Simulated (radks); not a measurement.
Spherical jellium clusters: N electrons in a uniform positive sphere of charge N and radius rs N^(1/3), rs = 5.3 bohr. Calculated with a radial shooting solver with Libxc functionals: non-relativistic Kohn-Sham, PBEsol, spin-polarised, spherical densities. Levels are named by radial order and angular momentum (1s, 1p, 1d, 2s, ...), and open shells are averaged over m.

N = 10, configuration 1s2 1p6 1d(up 2, down 0). This is the lowest configuration that the search found. Occupied levels:

level    occupation  eigenvalue (eV)  <r> (bohr)
1s up             1          -3.4731       7.674
1s down           1          -3.3772       7.154
1p up             3          -2.8767       8.859
1p down           3          -2.6889       8.583
1d up             2          -2.0833       9.830

Energy (eV): total -17.2459, kinetic 10.855, external -283.64, Hartree 141.04, exchange-correlation -28.487, background 142.99.

Electron density:

r (bohr)  n(r) (e/bohr^3)
0.363           0.0008693
1.27            0.0009493
2.19             0.001109
3.10             0.001328
4.01             0.001574
4.92             0.001805
5.83             0.001974
6.74             0.002030
7.65             0.001935
8.56             0.001684
9.48             0.001318
10.4            0.0009147
11.3            0.0005606
12.2            0.0003044
13.1            0.0001507
14.0           0.00007069
14.9           0.00003227
15.9           0.00001439
16.8            6.406e-06
17.7            2.822e-06
